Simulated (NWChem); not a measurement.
# Correlation energy of ClSi (+1)

```
Si
Cl 1 1.9939
```
Charge +1, spin multiplicity 1.

The numbers come from NWChem runs, not from measurements. The geometry was optimised at PBE/def2-SVP, a minimum by its harmonic frequencies.

Basis set: def2-SVP. Each correlation energy counts from its own Hartree-Fock reference.

The correlated methods keep 10 core orbitals frozen. The structure started from a generated list of species. Coupled-cluster values serve here as a point of comparison, not as the truth.

Task: One of these methods gave a correlation energy of -219.1 mHa. Which?
A) CCSD
B) SCS-MP2
C) CCSDT
D) CR-CCSD[T]

Result: A, CCSD. The others give -227.4 (CCSDT), -192.0 (SCS-MP2), -225.7 (CR-CCSD[T]).
